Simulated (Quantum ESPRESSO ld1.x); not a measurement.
Si II, configuration [Ne] 3s2 3p0.5 4s0.5 (fractional occupations, a model configuration). Calculated with ld1.x of Quantum ESPRESSO 7.5: non-relativistic Kohn-Sham, LDA (Slater exchange, Perdew-Zunger correlation), spin-polarised, spherical densities, point nucleus; open shells are filled with parallel spins first.

Unscreened Slater integrals over Kohn-Sham orbitals (eV). They are taken over the spin-up orbitals.

integral,value
"F0(4s,4s)",4.5803
"F0(4s,3p)",5.7010
"G1(4s,3p)",0.59284
"F0(4s,3s)",5.8284
"G0(4s,3s)",0.36857
"F0(4s,2p)",6.4199
"G1(4s,2p)",0.18477
"F0(3p,3p)",10.355
"F2(3p,3p)",5.2463
"F0(3p,3s)",11.147
"G1(3p,3s)",7.3171
"F0(3p,2p)",14.138
"F2(3p,2p)",2.2102
"G0(3p,2p)",0.91610
"G2(3p,2p)",0.88628
"F0(3s,3s)",12.159
"F0(3s,2p)",16.179
"G1(3s,2p)",1.1679
"F0(2p,2p)",46.544
"F2(2p,2p)",21.315

Derived for the open shells (J is the average intra-shell exchange parameter used in DFT+U). 3p: J = F2/5 = 1.049 eV.
